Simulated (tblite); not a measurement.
Parent: `[F:1][CH2:2][CH2:3][CH:4]([SiH3:5])[SiH3:6]` with F1–C2–C3–C4 75°, C2–C3–C4–Si5 -57°, C3H11FSi2.

The geometries are computed with GFN2-xTB (gas phase). One conformer each, not checked by frequencies here.

```json
{"coordinate of the parent": "F1–C2", "value": "1.376 Å"}
{"coordinate of the parent": "C2–C3", "value": "1.521 Å"}
{"coordinate of the parent": "C3–C4", "value": "1.529 Å"}
{"coordinate of the parent": "C4–Si5", "value": "1.913 Å"}
{"coordinate of the parent": "C4–Si6", "value": "1.906 Å"}
{"coordinate of the parent": "F1–C2–C3", "value": "110.7°"}
{"coordinate of the parent": "C2–C3–C4", "value": "113.8°"}
{"coordinate of the parent": "C3–C4–Si5", "value": "113.0°"}
{"coordinate of the parent": "C3–C4–Si6", "value": "109.8°"}
{"coordinate of the parent": "Si5–C4–Si6", "value": "112.4°"}
```

Problem. How does the shared frame change in `[F:1][CH2:2][CH2:3][C:4]([SiH3:5])([SiH3:6])[CH2:7][F:8]` with F1–C2–C3–C4 71°, C2–C3–C4–Si5 -171°, C3–C4–C7–F8 63°, C4H12F2Si2? Atoms pair as F1 = F1, C2 = C2, C3 = C3, C4 = C4, Si5 = Si6, Si6 = Si5 (parent first).

Solution. 
```csv
parent,relative,value in the relative,change
F1–C2,F1–C2,1.378 Å,+0.002
C2–C3,C2–C3,1.521 Å,0.000
C3–C4,C3–C4,1.534 Å,+0.005
C4–Si5,C4–Si6,1.916 Å,+0.003
C4–Si6,C4–Si5,1.921 Å,+0.015
F1–C2–C3,F1–C2–C3,110.4°,-0.3
C2–C3–C4,C2–C3–C4,115.5°,+1.7
C3–C4–Si5,C3–C4–Si6,112.5°,-0.5
C3–C4–Si6,C3–C4–Si5,107.4°,-2.4
Si5–C4–Si6,Si6–C4–Si5,110.9°,-1.5
```

Of the parent's bonds, C4–Si6 changes most (+0.015 Å). Bonds of the relative outside the shared frame: C4–C7 1.517, C7–F8 1.384 Å. Point group C1 → C1.

Problem. How does the shared frame change in `[CH3:1][O:2][C:3](=[O:4])[C:5]([SiH3:6])([SiH3:7])[CH2:8][CH2:9][F:10]` with C1–O2–C3–O4 -5°, O2–C3–C5–Si6 -170°, C3–C5–C8–C9 -66°, C5–C8–C9–F10 60°, C5H13FO2Si2? Atoms pair as F1 = F10, C2 = C9, C3 = C8, C4 = C5, Si5 = Si6, Si6 = Si7 (parent first).

Solution. 
```tsv
parent	relative	value in the relative	change
F1–C2	F10–C9	1.374 Å	-0.002
C2–C3	C9–C8	1.522 Å	+0.001
C3–C4	C8–C5	1.528 Å	-0.001
C4–Si5	C5–Si6	1.918 Å	+0.005
C4–Si6	C5–Si7	1.914 Å	+0.008
F1–C2–C3	F10–C9–C8	111.0°	+0.3
C2–C3–C4	C9–C8–C5	113.1°	-0.7
C3–C4–Si5	C8–C5–Si6	116.8°	+3.8
C3–C4–Si6	C8–C5–Si7	109.0°	-0.8
Si5–C4–Si6	Si6–C5–Si7	112.3°	-0.1
```

Of the parent's bonds, C4–Si6 changes most (+0.008 Å). Bonds of the relative outside the shared frame: C1–O2 1.419, O2–C3 1.334, C3=O4 1.214, C3–C5 1.474 Å. Point group C1 → C1.

Problem. How does the shared frame change in `[OH:1][CH2:2][C:3]([SiH3:4])([SiH3:5])[CH2:6][CH2:7][F:8]` with H–O1–C2–C3 -170°, O1–C2–C3–Si4 159°, C2–C3–C6–C7 -74°, C3–C6–C7–F8 -73°, C4H13FOSi2? Atoms pair as F1 = F8, C2 = C7, C3 = C6, C4 = C3, Si5 = Si4, Si6 = Si5 (parent first).

Solution. 
```
    parent    relative  value in the relative  change
     F1–C2       F8–C7                1.378 Å  +0.002
     C2–C3       C7–C6                1.521 Å   0.000
     C3–C4       C6–C3                1.532 Å  +0.003
    C4–Si5      C3–Si4                1.909 Å  -0.004
    C4–Si6      C3–Si5                1.922 Å  +0.016
  F1–C2–C3    F8–C7–C6                 110.6°    -0.1
  C2–C3–C4    C7–C6–C3                 115.2°    +1.4
 C3–C4–Si5   C6–C3–Si4                 112.6°    -0.4
 C3–C4–Si6   C6–C3–Si5                 107.4°    -2.4
Si5–C4–Si6  Si4–C3–Si5                 112.4°     0.0
```

Of the parent's bonds, C4–Si6 changes most (+0.016 Å). Bonds of the relative outside the shared frame: O1–C2 1.415, C2–C3 1.521 Å. Point group C1 → C1.
